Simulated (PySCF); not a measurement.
# Hartree-Fock beside MP2: BH2O2 anion

These are calculations, not measurements. The program is PySCF 2.14.0, an open-source quantum chemistry code, run on an isolated molecule that a program drew, which may never have been made. The molecule is BH2O2 anion (charge -1, singlet), drawn as the SMILES string `[O-]BO`.

The geometry was optimised and harmonic frequencies were computed with HF and MP2, all in the aug-cc-pVDZ basis, for the commonest isotopes, with a restricted reference for singlets and an unrestricted one otherwise, and a frozen core in MP2. Each result is a local minimum of its method.

Geometry at the HF minimum:
```xyz
5
BH2O2 anion, angstrom
O     0.5883   -0.8332   -1.2835
B     0.2247   -1.2183   -0.1200
O     0.7820   -2.3485    0.5779
H    -0.6518   -0.6950    0.5916
H     1.4362   -2.7050   -0.0022
```

Lengths of the bonds as drawn, in Å (atoms numbered as above):
```
 bond     HF    MP2
O1-B2  1.278  1.311
B2-O3  1.441  1.474
B2-H4  1.244  1.242
O3-H5  0.944  0.970
```

Rotational constants, in GHz:
```
constant,HF,MP2
A,69.17,67.13
B,10.62,10.14
C,9.204,8.808
```

Harmonic frequencies in cm^-1, each column in rising order, so a row needn't be the same motion in every method:
| rank | HF | MP2 |
|---|---|---|
| 1 | 526 | 470 |
| 2 | 615 | 592 |
| 3 | 966 | 871 |
| 4 | 978 | 887 |
| 5 | 1144 | 1046 |
| 6 | 1194 | 1109 |
| 7 | 1607 | ? |
| 8 | 2337 | 2357 |
| 9 | 4149 | 3776 |

**Estimate the missing MP2 frequency from the HF column.**

A single factor s that minimises the squared misfit of MP2 against s times HF over the other rows is sum(HF x MP2) / sum(HF^2) = 0.9306, with an rms misfit of 73 cm^-1. For rank 7 it gives 0.9306 x 1607 = 1495 cm^-1. The calculation gives 1458 cm^-1, 37 cm^-1 below the estimate. The drawn bonds are on average 1.9 % longer in MP2 than in HF.
